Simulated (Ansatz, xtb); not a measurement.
## C6H2Cl2O2: 3 structures ranked

3 gas-phase structures of C6H2Cl2O2, from a drawn sample of its isomers (lower ones may exist). Each was relaxed with GFN2-xTB:

A. `O=C1C=CC(=O)C(Cl)=C1Cl`, a singlet
B. `O=C1C=C(Cl)C(=O)C=C1Cl`, a singlet
C. `O=C1C=C(Cl)C(=O)C(Cl)=C1`, a singlet

Which do you expect lowest at r2SCAN-D4/def2-SVP//GFN2-xTB, and how would the others follow?

Calculated order at r2SCAN-D4/def2-SVP//GFN2-xTB: B (0.0), C (0.6), A (1.6) kcal/mol. Less than 1 kcal/mol parts B and C; C and A, so the order within those pairs means little.

Energies above the lowest of each column, in kcal/mol; the last columns are at r2SCAN-D4/def2-SVP geometries:

| structure | GFN2-xTB | HF/STO-3G | r2SCAN-D4/def2-SVP//GFN2-xTB | r2SCAN-D4/def2-SVP | CCSD(T)/def2-SVP + ΔMP2/def2-TZVPP |
| --- | --- | --- | --- | --- | --- |
| B | 0.0 | 0.6 | 0.0 | 0.0 | 0.0 |
| C | 0.7 | 0.0 | 0.6 | 0.6 | 0.3 |
| A | 1.7 | 1.9 | 1.6 | 1.5 | 0.9 |

CCSD(T)/def2-SVP + ΔMP2/def2-TZVPP has A and B and C within 1 kcal/mol of each other at the bottom, and every level picks one of them. ΔMP2 is the change of the MP2 energy from the smaller to the larger basis.

Programs: Ansatz 0.2.0, xtb 6.7.1.
